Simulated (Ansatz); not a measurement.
Consider the ligand exchange at the Si–Se bond: `C[Se][SiH3]` + `BN[SiH2]Cl` → `BN([SiH3])[SiH2]Cl` + `C[SeH]`.

Calculated with Ansatz (gas phase, PBE0-D4/def2-TZVP geometries, no zero-point term in ΔE). CCSD(T)/CBS adds triple-zeta CCSD(T) − MP2 to the extrapolated MP2 energy (def2 sets, frozen cores). Functionals use def2-TZVPP. For Se outer-core shells are correlated without core-valence functions, which leaves a few kJ/mol of doubt a bond. Scalar relativity is left out up to krypton. One conformer a species, not always the lowest.

```csv
species,BHLYP-D4 energy (Eh)
`C[Se][SiH3]`,-2732.76946
`BN[SiH2]Cl`,-832.43201
`BN([SiH3])[SiH2]Cl`,-1123.15698
`C[SeH]`,-2442.03829
```

Problem. Work out ΔE.

Solution. ΔE = (-1123.15698) + (-2442.03829) − (-2732.76946) − (-832.43201) = 0.00620 Eh = +16.3 kJ/mol. CCSD(T)/CBS gives +19.9 kJ/mol.

Largest T1 diagnostic among the species: 0.012.

At CCSD(T), def2-SVP lies −5.8 kJ/mol from the extrapolated value and def2-TZVPP −4.1 kJ/mol. The D4 term adds −6.3 kJ/mol with B3LYP and −3.6 kJ/mol with PBE0; it sums over pairs of atoms, weighted by their polarisabilities, and B3LYP, whose exchange is more repulsive, gets the larger term. Leaving LDA and LC-ωPBE aside and taking each functional with its dispersion term where it has one, the values, not all of them listed here, spread over 13.3 kJ/mol, from BHLYP-D4 to PBE-D4. LDA lies −7.6 kJ/mol from PBE without D4.

B3LYP here is the variant with VWN-RPA as its local correlation; programs differ in this.
